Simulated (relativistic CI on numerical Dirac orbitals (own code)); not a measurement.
Computed by Dirac-Coulomb-Breit CI, KLI orbitals optimised for each configuration, a model potential for QED, unscaled Slater integrals (own radial code, finite nucleus).

The strongest absorption lines from the ground level of an ion, among the configurations computed and to levels below about 1210 eV (vacuum wavelength in nm, gf): 1.0280 (0.052), 1.0284 (0.026), 1.1453 (0.12), 1.1463 (0.063), 1.5213 (0.48), 1.5256 (0.25), 25.861 (0.1), 30.800 (0.042).

(1) Which ion is it?
A. Ti17+
B. Ti19+
C. Fe23+
D. Cr21+

## Answers

(1) B. Ti19+ has 3 electrons and the ground level 2s 2S_1/2; the strongest line goes to 3p 2P°_3/2. The pattern of lines fixes the number of electrons, and along that sequence the line energies rise steadily with the charge (about as its square where n changes within one kind of shell, about linearly where n is kept but much faster in heavy ions where fine structure, which grows about as Z⁴, sets the gap, and irregularly where shells cross), which fixes Z. Configurations outside the model, such as inner-shell arrays, can give stronger lines. At this charge energies of transitions that change n are usually good to better than 1 %, and those within a shell (Δn = 0) to a few per cent.
